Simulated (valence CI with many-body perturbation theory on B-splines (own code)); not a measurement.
E1 line list for Pt71+

Method: relativistic CI+MBPT: five valence electrons over a frozen Dirac-Fock core [He], a basis of 9 s, 9 p, 8 d, 6 f, 3 g, 1 h functions for each j, with the one-electron correlation potential Σ1 (screened to all orders), the two-electron term Σ2, the three-electron term Σ3, Breit, model QED; selected single and double excitations, second order for the rest (own B-spline code, finite nucleus).

The last digits are not significant, and no measured levels were compared; by estimate large intervals hold to a few tenths of a per cent, small ones and those within an open d or f shell to about a per cent. Among the levels kept, up to 1200 cm⁻¹ of a level comes from second order outside the variational space, and about a tenth of that is noise between levels of different J, which matters for small intervals.

Lines 51 to 100 of 262 in falling wavelength, among levels below 943.83 Ry, chosen from the strongest by gf and those to the six lowest levels. Wavelengths and rates use the calculated energies. Electric multipoles are in the length gauge, E1 and E2 with the static RPA response of the core. Weak lines are less certain than strong ones. Lines between different terms over intervals too small for the method are left out, as are lines whose strength nearly cancels. The highest levels of a list are the least certain.

Levels are named by their leading jj configuration (3d3/2^4 stands for four electrons in 3d with j = 3/2), which in mixed levels can hold well under half, so a name can repeat and another be missing. Letters in brackets count levels of one name in rising energy.

```
λ vac (Å)                               Upper                               Lower   A (s⁻¹)  S (a.u.)
    19.52  (2s^2 2p1/2 2p3/2 3d3/2) J=3/2 [a]  (2s^2 2p1/2 2p3/2 3p1/2) J=3/2 [a]  6.36e+11  9.34e-03
    19.51  (2s 2p1/2^2 2p3/2 3d3/2) J=3/2 [a]  (2s 2p1/2^2 2p3/2 3p1/2) J=3/2 [a]  1.30e+12  1.90e-02
    19.51  (2s 2p1/2^2 2p3/2 3p3/2) J=5/2 [b]     (2s 2p1/2^2 2p3/2 3s) J=3/2 [b]  2.14e+12  4.71e-02
    19.49  (2s^2 2p1/2 2p3/2 3d3/2) J=5/2 [a]  (2s^2 2p1/2 2p3/2 3p1/2) J=3/2 [a]  1.30e+12  2.84e-02
    19.48          (2s^2 2p1/2^2 3d3/2) J=3/2          (2s^2 2p1/2^2 3p1/2) J=1/2  1.62e+12  2.36e-02
    19.45  (2s^2 2p1/2 2p3/2 3p3/2) J=1/2 [a]         (2s^2 2p1/2 2p3/2 3s) J=1/2  1.60e+12  1.16e-02
    19.43      (2s 2p1/2^2 2p3/2 3d3/2) J=7/2      (2s 2p1/2^2 2p3/2 3p1/2) J=5/2  1.58e+12  4.58e-02
    19.38      (2s^2 2p1/2 2p3/2 3d3/2) J=7/2      (2s^2 2p1/2 2p3/2 3p1/2) J=5/2  1.62e+12  4.67e-02
    19.37      (2s^2 2p1/2 2p3/2 3p3/2) J=7/2         (2s^2 2p1/2 2p3/2 3s) J=5/2  2.42e+12  6.94e-02
    19.35  (2s 2p1/2^2 2p3/2 3d3/2) J=1/2 [a]  (2s 2p1/2^2 2p3/2 3p1/2) J=3/2 [a]  1.72e+12  1.23e-02
    19.33  (2s^2 2p1/2 2p3/2 3d3/2) J=3/2 [a]      (2s^2 2p1/2 2p3/2 3p1/2) J=1/2  9.15e+11  1.31e-02
    19.30  (2s^2 2p1/2 2p3/2 3p3/2) J=3/2 [a]         (2s^2 2p1/2 2p3/2 3s) J=1/2  7.41e+11  1.05e-02
    19.25  (2s^2 2p1/2 2p3/2 3p3/2) J=5/2 [a]     (2s^2 2p1/2 2p3/2 3s) J=3/2 [a]  2.47e+12  5.22e-02
    19.20  (2s 2p1/2^2 2p3/2 3p3/2) J=5/2 [a]     (2s 2p1/2^2 2p3/2 3s) J=3/2 [a]  1.01e+12  2.12e-02
    19.18  (2s 2p1/2^2 2p3/2 3d3/2) J=1/2 [b]      (2s 2p1/2^2 2p3/2 3p1/2) J=1/2  1.46e+12  1.01e-02
    19.16      (2s 2p1/2^2 2p3/2 3p3/2) J=7/2         (2s 2p1/2^2 2p3/2 3s) J=5/2  2.34e+12  6.49e-02
    19.12  (2s^2 2p1/2 2p3/2 3d3/2) J=1/2 [a]      (2s^2 2p1/2 2p3/2 3p1/2) J=1/2  1.49e+12  1.03e-02
    19.06  (2s 2p1/2^2 2p3/2 3p3/2) J=1/2 [a]     (2s 2p1/2^2 2p3/2 3s) J=3/2 [a]  2.15e+12  1.47e-02
    18.97  (2s^2 2p1/2 2p3/2 3p3/2) J=3/2 [a]     (2s^2 2p1/2 2p3/2 3s) J=3/2 [a]  4.03e+11  5.43e-03
    18.93  (2s 2p1/2^2 2p3/2 3p3/2) J=3/2 [b]     (2s 2p1/2^2 2p3/2 3s) J=3/2 [b]  1.13e+12  1.51e-02
    18.93          (2s^2 2p1/2^2 3p3/2) J=3/2             (2s^2 2p1/2^2 3s) J=1/2  2.62e+12  3.50e-02
    18.92  (2s^2 2p1/2 2p3/2 3p3/2) J=3/2 [b]     (2s^2 2p1/2 2p3/2 3s) J=3/2 [b]  9.47e+11  1.27e-02
    18.89  (2s^2 2p1/2 2p3/2 3d3/2) J=5/2 [b]      (2s^2 2p1/2 2p3/2 3p1/2) J=5/2  6.26e+11  1.25e-02
    18.85  (2s 2p1/2^2 2p3/2 3p3/2) J=3/2 [a]         (2s 2p1/2^2 2p3/2 3s) J=5/2  5.32e+11  7.04e-03
    18.73  (2s^2 2p1/2 2p3/2 3d3/2) J=3/2 [b]      (2s^2 2p1/2 2p3/2 3p1/2) J=5/2  4.05e+11  5.26e-03
    18.70  (2s^2 2p1/2 2p3/2 3p3/2) J=3/2 [b]         (2s^2 2p1/2 2p3/2 3s) J=5/2  3.29e+11  4.25e-03
    18.67  (2s^2 2p1/2 2p3/2 3p3/2) J=5/2 [b]     (2s^2 2p1/2 2p3/2 3s) J=3/2 [b]  1.35e+12  2.61e-02
    18.64  (2s 2p1/2^2 2p3/2 3p3/2) J=3/2 [b]         (2s 2p1/2^2 2p3/2 3s) J=1/2  1.49e+12  1.91e-02
    18.50  (2s 2p1/2^2 2p3/2 3p3/2) J=1/2 [b]         (2s 2p1/2^2 2p3/2 3s) J=1/2  2.13e+12  1.33e-02
    18.46  (2s^2 2p1/2 2p3/2 3p3/2) J=5/2 [b]         (2s^2 2p1/2 2p3/2 3s) J=5/2  1.43e+12  2.66e-02
    18.46  (2s^2 2p1/2 2p3/2 3p3/2) J=3/2 [b]         (2s^2 2p1/2 2p3/2 3s) J=1/2  7.81e+11  9.71e-03
    18.37  (2s^2 2p1/2 2p3/2 3d3/2) J=3/2 [b]  (2s^2 2p1/2 2p3/2 3p1/2) J=3/2 [a]  2.52e+11  3.08e-03
    18.31  (2s 2p1/2^2 2p3/2 3p3/2) J=5/2 [a]         (2s 2p1/2^2 2p3/2 3s) J=5/2  1.49e+12  2.71e-02
    18.16  (2s^2 2p1/2 2p3/2 3p3/2) J=3/2 [b]     (2s^2 2p1/2 2p3/2 3s) J=3/2 [a]  8.63e+11  1.02e-02
    18.08  (2s^2 2p1/2 2p3/2 3d3/2) J=1/2 [b]  (2s^2 2p1/2 2p3/2 3p1/2) J=3/2 [a]  4.83e+11  2.82e-03
    17.99  (2s^2 2p1/2 2p3/2 3p3/2) J=1/2 [b]     (2s^2 2p1/2 2p3/2 3s) J=3/2 [b]  2.54e+12  1.46e-02
    17.58  (2s^2 2p1/2 2p3/2 3p3/2) J=1/2 [b]         (2s^2 2p1/2 2p3/2 3s) J=1/2  7.22e+11  3.87e-03
    17.27  (2s 2p1/2^2 2p3/2 3p3/2) J=5/2 [b]     (2s 2p1/2^2 2p3/2 3s) J=3/2 [a]  2.78e+11  4.24e-03
    16.70  (2s 2p1/2^2 2p3/2 3p3/2) J=1/2 [b]     (2s 2p1/2^2 2p3/2 3s) J=3/2 [a]  5.61e+11  2.58e-03
    9.045                (2s^2 2p3/2^3) J=3/2          (2s 2p1/2^2 2p3/2^2) J=1/2  1.40e+10  2.04e-05
    8.348                (2s^2 2p3/2^3) J=3/2          (2s 2p1/2^2 2p3/2^2) J=5/2  1.84e+10  2.12e-05
    5.894        (2s 2p1/2 2p3/2^3) J=3/2 [a]          (2s^2 2p1/2 2p3/2^2) J=1/2  1.30e+11  5.25e-05
    5.755          (2s 2p1/2^2 2p3/2^2) J=5/2          (2s^2 2p1/2^2 2p3/2) J=3/2  4.90e+12  2.77e-03
    5.736        (2s 2p1/2 2p3/2^3) J=3/2 [a]          (2s^2 2p1/2 2p3/2^2) J=5/2  5.14e+11  1.92e-04
    5.676        (2s 2p1/2 2p3/2^3) J=3/2 [a]          (2s^2 2p1/2 2p3/2^2) J=3/2  1.55e+13  5.60e-03
    5.626            (2s 2p1/2 2p3/2^3) J=5/2          (2s^2 2p1/2 2p3/2^2) J=5/2  1.52e+13  8.00e-03
    5.590            (2s 2p1/2 2p3/2^3) J=1/2          (2s^2 2p1/2 2p3/2^2) J=1/2  1.08e+13  1.87e-03
    5.578  (2s 2p1/2^2 2p3/2 3p3/2) J=5/2 [b]          (2s^2 2p1/2^2 3p3/2) J=3/2  2.03e+13  1.04e-02
    5.571        (2s 2p1/2 2p3/2^3) J=3/2 [b]          (2s^2 2p1/2 2p3/2^2) J=1/2  9.98e+12  3.41e-03
    5.571               (2p1/2 2p3/2^4) J=1/2        (2s 2p1/2 2p3/2^3) J=3/2 [b]  4.36e+13  7.44e-03
```
